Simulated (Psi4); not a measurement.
C2HF3O2, charge +1, doublet (typed; the unrestricted solution is spin-contaminated), at the geometry of the source list (a state made from the parent by changing its charge; the spin is typed, not shown lowest), with bond 6-4 at 2.2 times its length; HF/3-21G run with Psi4.

Psi4 was given this input:
```
memory 2 GB

molecule mol {
1 2
  O     1.241000   -0.787300    0.342000
  C     0.605400    0.297000   -0.049000
  O     1.087200    1.344500   -0.345400
  C    -0.930400    0.018900   -0.075100
  F    -1.374400   -0.334200    1.135200
  F    -2.428600    2.381480   -0.925840
  F    -1.222700   -0.977000   -0.917300
  H     2.205300   -0.654600    0.371500
}

set basis 3-21g
set reference uhf
set stability_analysis follow
set scf_type pk

energy('scf')
print_variables()
```

Task: Write the output that Psi4 gives for this input, abridged.

Result: 
```
   => Loading Basis Set <=

    Name: 3-21G
    Role: ORBITAL
    Keyword: BASIS

         ---------------------------------------------------------
                                   SCF
               by Justin Turney, Rob Parrish, Andy Simmonett
                          and Daniel G. A. Smith
                              UHF Reference
         ---------------------------------------------------------

  ==> Geometry <==

    Molecular point group: c1
    Full point group: C1

    Geometry (in Angstrom), charge = 1, multiplicity = 2:

       Center              X                  Y                   Z               Mass
    ------------   -----------------  -----------------  -----------------  -----------------
         O            1.766632535563    -1.071327034931     0.470244038821    15.994914619570
         C            1.131032535563     0.012972965069     0.079244038821    12.000000000000
         O            1.612832535563     1.060472965069    -0.217155961179    15.994914619570
         C           -0.404767464437    -0.265127034931     0.053144038821    12.000000000000
         F           -0.848767464437    -0.618227034931     1.263444038821    18.998403162730
         F           -1.902967464437     2.097452965069    -0.797595961179    18.998403162730
         F           -0.697067464437    -1.261027034931    -0.789055961179    18.998403162730
         H            2.730932535563    -0.938627034931     0.499744038821     1.007825032230

  Running in c1 symmetry.

  Rotational constants: A =      0.09746  B =      0.05670  C =      0.04414 [cm^-1]
  Rotational constants: A =   2921.86735  B =   1699.90227  C =   1323.19034 [MHz]
  Nuclear repulsion =  297.509248439193698

  Charge       = 1
  Multiplicity = 2
  Electrons    = 55
  Nalpha       = 28
  Nbeta        = 27

  ==> Algorithm <==

  SCF Algorithm Type is PK.
  DIIS enabled.
  MOM disabled.
  Fractional occupation disabled.
  Guess Type is SAD.
  Energy threshold   = 1.00e-06
  Density threshold  = 1.00e-06
  Integral threshold = 1.00e-12

  ==> Primary Basis <==

  Basis Set: 3-21G
    Blend: 3-21G
    Number of shells: 37
    Number of basis functions: 65
    Number of Cartesian functions: 65
    Spherical Harmonics?: false
    Max angular momentum: 1

  ==> Integral Setup <==

  Using in-core PK algorithm.
   Calculation information:
      Number of atoms:                   8
      Number of AO shells:              37
      Number of primitives:             66
      Number of atomic orbitals:        65
      Number of basis functions:        65

      Integral cutoff                 1.00e-12
      Number of threads:                 1

  Performing in-core PK
  Using 4603170 doubles for integral storage.
  We computed 156168 shell quartets total.
  Whereas there are 247456 unique shell quartets.

  ==> DiskJK: Disk-Based J/K Matrices <==

    J tasked:                  Yes
    K tasked:                  Yes
    wK tasked:                  No
    Schwarz Cutoff:          1E-12

  Minimum eigenvalue in the overlap matrix is 1.5262305673E-02.
  Reciprocal condition number of the overlap matrix is 4.3072726852E-03.
    Using symmetric orthogonalization.

  ==> Pre-Iterations <==

  SCF Guess: Superposition of Atomic Densities via on-the-fly atomic UHF (no occupation information).

   -------------------------
    Irrep   Nso     Nmo
   -------------------------
     A         65      65
   -------------------------
    Total      65      65
   -------------------------

  ==> Iterations <==

                        Total Energy        Delta E     RMS |[F,P]|

   @UHF iter SAD:  -519.81928707600332   -5.19819e+02   0.00000e+00
   @UHF iter   1:  -520.13481224107682   -3.15525e-01   1.39935e-02 DIIS/ADIIS
   @UHF iter   2:  -508.71237566701916    1.14224e+01   3.77261e-02 DIIS/ADIIS
   @UHF iter   3:  -520.46241592665297   -1.17500e+01   9.72642e-03 DIIS/ADIIS
   @UHF iter   4:  -520.54230903252687   -7.98931e-02   6.50474e-03 DIIS/ADIIS
[...]
    Wavefunction unstable!
    Rotating orbitals by 0.5 * pi / 2 radians along unstable eigenvector.
[...]
   @UHF iter  40:  -520.97413880389081    1.80171e-05   8.14699e-06 DIIS
   @UHF iter  41:  -520.97411463394519    2.41699e-05   7.89120e-06 DIIS
   @UHF iter  42:  -520.97411305214985    1.58180e-06   7.54292e-06 DIIS
   @UHF iter  43:  -520.97405251719090    6.05350e-05   2.94346e-05 DIIS
   @UHF iter  44:  -520.97405257581829   -5.86274e-08   2.95494e-05 DIIS
   @UHF iter  45:  -520.97405134060057    1.23522e-06   2.95359e-05 DIIS
   @UHF iter  46:  -520.97405125629462    8.43060e-08   2.95033e-05 DIIS
   @UHF iter  47:  -520.97405098395961    2.72335e-07   3.01297e-05 DIIS
   @UHF iter  48:  -520.97404964779469    1.33616e-06   3.09190e-05 DIIS
   @UHF iter  49:  -520.97405010560078   -4.57806e-07   3.11281e-05 DIIS
   @UHF iter  50:  -520.97405111020726   -1.00461e-06   2.95196e-05 DIIS
   @UHF iter  51:  -520.97406116079128   -1.00506e-05   4.88389e-06 DIIS
   @UHF iter  52:  -520.97403411939854    2.70414e-05   3.71222e-05 DIIS
   @UHF iter  53:  -520.97405028025230   -1.61609e-05   5.55151e-06 DIIS
   @UHF iter  54:  -520.97403647156943    1.38087e-05   1.42838e-05 DIIS
   @UHF iter  55:  -520.97403595360538    5.17964e-07   1.58332e-06 DIIS
   @UHF iter  56:  -520.97403585561199    9.79934e-08   1.09669e-06 DIIS
   @UHF iter  57:  -520.97403583709968    1.85123e-08   8.04188e-07 DIIS
    Negative totally symmetric eigenvalue detected: -0.002933
    Wavefunction unstable!
    Lowest UHF->UHF stability eigenvalues:
       A -0.002933

    Rotating orbitals by 0.5 * pi / 2 radians along unstable eigenvector.
    There's still a negative eigenvalue. Try modifying FOLLOW_STEP_SCALE
    or increasing MAX_ATTEMPTS (not available for PK integrals).

  ==> Post-Iterations <==

   @Spin Contamination Metric:   1.024879724E+00
   @S^2 Expected:                7.500000000E-01
   @S^2 Observed:                1.774879724E+00
   @S   Expected:                5.000000000E-01
   @S   Observed:                5.000000000E-01

    Orbital Energies [Eh]
    ---------------------

    Alpha Occupied:

[...]
      28A     -0.704880

    Alpha Virtual:

[...]
      65A      4.136926

    Beta Occupied:

[...]
    Beta Virtual:

[...]
    Final Occupation by Irrep:
              A
    DOCC [    27 ]
    SOCC [     1 ]
    NA   [    28 ]
    NB   [    27 ]

  @UHF Final Energy:  -520.97403583709968

   => Energetics <=

    Nuclear Repulsion Energy =            297.5092484391936978
    One-Electron Energy =               -1300.0540177847597079
    Two-Electron Energy =                 481.5707335084663328
    Total Energy =                       -520.9740358370996773

  UHF NO Occupations:
  HONO-2 :   26  A 1.9953539
  HONO-1 :   27  A 1.0846679
  HONO-0 :   28  A 1.0000000
  LUNO+0 :   29  A 0.9153321
  LUNO+1 :   30  A 0.0046461
  LUNO+2 :   31  A 0.0040457
  LUNO+3 :   32  A 0.0008483

Computation Completed

Properties will be evaluated at   0.000000,   0.000000,   0.000000 [a0]

Properties computed using the SCF density matrix

 Multipole Moments:

 ------------------------------------------------------------------------------------
     Multipole            Electronic (a.u.)      Nuclear  (a.u.)        Total (a.u.)
 ------------------------------------------------------------------------------------

 L = 1.  Multiply by 2.5417464519 to convert [e a0] to [Debye]
 Dipole X            :         -2.8486806            5.8298467            2.9811661
 Dipole Y            :          1.3626978           -1.0858252            0.2768725
 Dipole Z            :         -0.6410592            0.7746104            0.1335512
 Magnitude           :                                                    2.9969728

 ------------------------------------------------------------------------------------

  Variable Map:
  ----------------------------------------------------------------------------
[...]
  Array Variable Map:
  ----------------------------------------------------------------------------
[...]
[...]
```

Convergence was not reached.
